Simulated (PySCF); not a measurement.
These are PBE-D3(BJ)/def2-TZVP // B3LYP-D3(BJ)/def2-TZVP (PySCF) values and carry that method's errors. Isolated molecules, 0 K electronic values unless said otherwise. 

Reference species (SMILES): `C(=N)=CC` (neutral, multiplicity 1).

```json
{
 "dipole_moment": "1.57 D",
 "HOMO–LUMO gap": "4.18 eV"
}
```

Changed species: `C#CNC`.

Problem. What does the change do to the dipole moment and HOMO–LUMO gap?

Solution. the dipole moment increases by 0.34 D, to 1.91 D; the HOMO–LUMO gap rises by 0.77 eV, to 4.95 eV.
